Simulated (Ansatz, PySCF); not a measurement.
System: sum formula CaO2H2, net charge 0, singlet state. 
Coordinates optimised at B3LYP-D3(BJ)/def2-TZVP (Ansatz, an electronic-structure program):
SMILES: [OH][Ca][OH]
```xyz
5

Ca     0.0000     0.0000     0.0000
O      0.0000     0.0000     2.0388
O      0.0000     0.0000    -2.0388
H      0.0000     0.0000     2.9939
H      0.0000     0.0000    -2.9939
```
Charge 0, spin multiplicity 1.

Wanted: atomisation energy (electronic, to ground-state atoms), in eV. Valence correlation only, unless marked. UHF or UKS for open shells. No spin-orbit coupling. The frozen core is the preceding noble-gas configuration, with the filled d and f shells of earlier blocks. The outer core of K, Ca and their heavier congeners is not correlated, a term that matters for these elements. No relativistic terms. CBS(X,Y): correlation extrapolated as X^-3; Hartree-Fock from the larger set. [CCSD(T)-MP2]/basis is that difference in the basis named.

```csv
level,program,atomisation energy (eV)
BLYP-D3(BJ)/def2-TZVPD,Ansatz + dftd3,18.49
M06-L/def2-TZVPD,PySCF,18.09
PBE0/def2-TZVPD,Ansatz,17.86
CAM-B3LYP/def2-TZVPD,Ansatz,18.28
CCSD/def2-SVP,Ansatz,16.44
"RI-MP2/CBS(def2-TZVPPD,def2-QZVPPD)+[CCSD(T)-MP2]/def2-TZVPPD",Ansatz,18.29
```
